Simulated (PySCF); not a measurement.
Correlation energy of S⁺ (sulfur, charge +1)

[Ne] 3s2 3p2 4s1, high-spin 4P determinant (an excited configuration). Calculation: PySCF 2.14, in dyall-av2z; the non-relativistic Hamiltonian (point nucleus). Frozen: [Ne]; 5 electrons correlated; the 16 highest virtual orbitals of each spin left out.

MP2 pair energies summed by pair of shells (mhartree):

| pair | energy | share (%) |
| --- | --- | --- |
| 3s-3p | -33.51 | 49.5 |
| 3s-3s | -15.83 | 23.4 |
| 3s-4s | -7.12 | 10.5 |
| 3p-3p | -5.88 | 8.7 |
| 3p-4s | -5.34 | 7.9 |

Total MP2 correlation energy: -67.68 mhartree.

Same-spin part -15.62 and opposite-spin part -52.06 mhartree; SCS-MP2 scales them by 1/3 and 6/5 to -67.68 mhartree.
